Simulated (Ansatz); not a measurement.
A structure relaxed at r2SCAN-D4/def2-SVP in Ansatz, charge 0, singlet:

Cartesian coordinates in Å:
```
Ti -0.845 1.183 1.173
Si 0.882 0.722 -0.618
Si 1.397 -1.629 -0.638
Si -1.387 1.164 -1.194
Si 0.822 -0.499 1.481
Si -0.869 -0.941 -0.205
```

Question: Give its formula and point group.

Answer: the cluster TiSi5. Point group Cs (tolerance 0.1 Å).

Question: Summarise the bond lengths by kind (pairs closer than 1.2 times the sum of covalent radii, bridged metal pairs left out).

Answer: 8 × Si–Si 2.38 to 2.47 Å; 4 × Si–Ti 2.39 to 2.53 Å. The metal has 4 neighbours: Si 2.53 Å, Si 2.43 Å, Si 2.39 Å, Si 2.53 Å.

The relaxation made no stability test and no search for a lower SCF solution. The structure comes from a short search, and lower isomers may exist.
